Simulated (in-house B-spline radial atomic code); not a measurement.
# RPA and G0W0 on LDA exchange-only: Sc3+

Configuration [Ne] 3s2 3p6, mean-field start LDA exchange-only. Computed with an all-electron radial atomic-structure program (B-spline basis): all electrons, non-relativistic, point nucleus, each spin shell either full or empty, empty states to l = 9 with an (l + 1/2)⁻⁴ tail; G0W0 by contour deformation at full frequency.

Command:
```bash
python run_gw.py task.json out
```
Settings (radii: box in bohr, nucleus in fm):
```
Z                        21
electrons                18
configuration            [Ne] 3s2 3p6
hamiltonian              nr
method                   lda,
lmax                     9
spin_polarised           False
box_radius               14.14
intervals                49
```

Time taken, with all properties: 1.4 s on 1 thread of Arm Neoverse N1 (shared host).

Energies (hartree):

| term | value |
| --- | --- |
| mean-field total | -755.46330 |
| Hartree-Fock functional on these orbitals | -758.19459 |
| direct second order | -1.3726 |
| second-order exchange | 0.45944 |
| SOSEX correction | 0.41506 |

Task: What is the RPA correlation energy, and what remains with SOSEX?

Result: RPA gives -1.1831 hartree (-1.79 eV per electron); RPA + SOSEX gives -0.76804, and the second-order doubles -0.91317 hartree (no singles). RPA lacks exchange-type terms and so overcorrelates at short range.

Quasi-particle levels (eV):

| level | occupied | mean field | Σx - vxc | Σc | QP weight | G0W0 |
| --- | --- | --- | --- | --- | --- | --- |
| 3p | yes | -62.86 | -10.86 | ? | ? | ? |
| 3d | no | -31.10 | 8.43 | -2.79 | 0.957 | -25.461 |

G0W0 = mean field + (Σx - vxc) + Σc, with Σc (partial-wave tail included) taken at the quasi-particle energy. Only the outer levels were computed. Levels of low weight are left out.

Task: Where does G0W0 put 3p?

Result: At -73.57 eV, with Σc = 0.15 eV and a quasi-particle weight of 0.931. The tabulated removal energy is 73.489 eV (NIST, measured); the calculation leaves out relativity, Breit and QED terms, and what these don't explain is the method's own error.
